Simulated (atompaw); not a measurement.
# An all-electron radial function and its pseudo partner (Zn)

Columns: radius, all-electron u(r) and pseudo u(r) of the 3d shell (level -10.85 eV) of zinc in the configuration [Ar] 3d10 4s2 4p0; LDA (PW92), non-relativistic, PAW (atompaw) scheme, atompaw 4.2.0.5.

```csv
r (bohr),all-electron,pseudo
0.115,0.1647,0.0531
0.231,0.5512,0.3323
0.346,0.8539,0.7329
0.462,1.0054,0.9924
0.577,1.0378,1.0398
0.692,1.0019,1.0019
0.808,0.9323,0.9323
0.923,0.8509,0.8509
1.038,0.7681,0.7681
1.154,0.6883,0.6883
1.269,0.6153,0.6153
1.385,0.5485,0.5485
1.500,0.4891,0.4891
1.615,0.4360,0.4360
1.731,0.3885,0.3885
1.846,0.3465,0.3465
1.962,0.3090,0.3090
2.077,0.2760,0.2760
2.192,0.2467,0.2467
2.308,0.2204,0.2204
2.423,0.1972,0.1972
2.538,0.1766,0.1766
2.654,0.1580,0.1580
2.769,0.1416,0.1416
2.885,0.1268,0.1268
3.000,0.1137,0.1137
```

(1) How many radial nodes do the two functions have?

(2) At about which radius was the pseudo-wave matched?

(3) Is the pseudo-wave norm-conserving?

## Answers

(1) The all-electron 3d function has n − l − 1 = 0; the pseudo-wave has 0.

(2) 0.65 bohr, where the columns begin to agree (steps of 0.12 bohr).

(3) No, it belongs to a PAW set: the norm inside the radius is not constrained, and the difference is carried by the augmentation charge.
